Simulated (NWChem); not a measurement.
Molecule: MoH₃Cl₃; SMILES [Cl][MoH3]([Cl])[Cl]

```xyz
7

Mo     0.0000     0.0000    -0.1110
Cl     0.6661     2.1275     0.2909
Cl     1.5094    -1.6406     0.2909
Cl    -2.1755    -0.4869     0.2909
H     -0.2664    -0.8498    -1.4756
H      0.8692     0.1942    -1.4756
H     -0.6028     0.6556    -1.4756
```
Atoms are numbered in this order, from 1.

Level: PBE0/def2-SVP with def2 effective core potentials on Mo (NWChem), optimised geometry, unscaled harmonic frequencies. def2 effective core potentials on Mo; no spin-orbit coupling.

Q: List the harmonic frequencies with IR intensities, and the thermochemistry.

A: 
```csv
frequency (cm⁻¹),IR intensity (km/mol)
96,0.2
96,0.2
158,0.4
358,0.0
383,4.3
429,80.6
429,80.6
603,2.7
603,2.7
937,32.6
937,32.6
1143,120.1
2119,17.5
2119,17.5
2140,1.3
```

| Quantity | Value |
|---|---|
| zero-point energy | 17.9 kcal/mol |
| thermal correction to the enthalpy at 298.15 K (with zero-point energy) | 22.7 kcal/mol |
| heat capacity Cv | 20.9 cal/(mol K) |
| entropy at 298.15 K and 1 atm (symmetry number 3) | 83.3 cal/(mol K) |

Rigid rotor and harmonic oscillator; modes under 100 cm⁻¹ make the entropy uncertain.
